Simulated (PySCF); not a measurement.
Gas-phase reaction: GaCl + Cl → GaCl2

Computed with PySCF and rigid-rotor harmonic-oscillator thermochemistry at 1 bar. † marks an energy on the PBE0/def2-TZVP geometry and frequencies; other levels use their own. 6-31G* has spherical d functions here. Open shells (unrestricted): Cl (multiplicity 2), GaCl2 (multiplicity 2); the rest are closed-shell singlets. Spin-orbit splitting is ignored; it lowers the true energy and changes the entropy of Cl. Ga: all electrons, no relativistic terms. GaCl2: computed as isolated molecules; such fragments, hydroxides, amides, oligomers or adducts are transient or little studied in the gas.

PBE0/def2-QZVP† gives ΔH°(298 K) = -219 kJ.

**Question.** What do PBE0/def2-TZVP, HF/6-31G*, PBE/def2-SVP give?

**Answer.** PBE0/def2-TZVP: -220 kJ; HF/6-31G*: -152 kJ; PBE/def2-SVP: -222 kJ. For scale, ΔH°(298 K) is -219 kJ at this level, -211 kJ at ωB97M-V/def2-TZVP†, and runs from -265 to -152 kJ over the 20 levels computed.
